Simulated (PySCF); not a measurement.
## State search for ZnS

Unrestricted PBE0; PySCF, no relativity, basis sets Zn def2-TZVPP, S def2-TZVPP. Outer shells of the fragments: Zn 3d10 4s2; S 3s2 3p4.

Followed along the bond (rough minima from three points):

| 2Ms+1 | unpaired | ⟨S²⟩ at the start | R at minimum (Å) | Te (eV) |
| --- | --- | --- | --- | --- |
| 1 | none | 0.00 | 2.06 | 0.00 |
| 3 | σ ↑, π ↑ | 2.01 | 2.26 | 0.19 |
| 1 | σ ↓, π ↑ | 1.01 | 2.25 | 0.30 |

Solutions found at the starting distance of 2.175 Å, counted from the lowest of them; the search is not exhaustive and high or unbound solutions are not listed, so other states can lie among these:

```csv
2Ms+1,unpaired,term,E (eV),⟨S²⟩,⟨Lz²⟩,μ (D)
1,none,¹Σ⁺,0.00,0.00,0.00,-5.68
3,"σ ↑, π ↑",³Π,0.12,2.01,1.01,-1.59
1,"σ ↓, π ↑",mixed,0.22,1.01,1.01,-1.64
3,σ ↑↑,³Σ⁺,2.08,2.01,0.00,-2.70
3,π ↑↑,³Σ⁻,2.94,2.01,0.00,4.15
1,π ↑↓,mixed,3.34,1.01,2.03,4.11
```

A term symbol is given only where ⟨S²⟩ and ⟨Lz²⟩ are close to those of a pure state; real π, δ and φ orbitals otherwise mix terms. A positive dipole means Zn(−)S(+).

Q: Compare the gap between the two lowest followed solutions at the starting distance with the gap between their minima.

A: At PBE0 the second solution (triplet, unpaired electrons σ ↑, π ↑) lies +0.12 eV from the first (singlet, closed shell) at 2.175 Å and +0.19 eV at the minima; the two curves relax by different amounts, since their minima lie near 2.26 and 2.06 Å.

Counting both spins, an empty level lies below a filled one in some of these solutions, because spin and occupation are held.
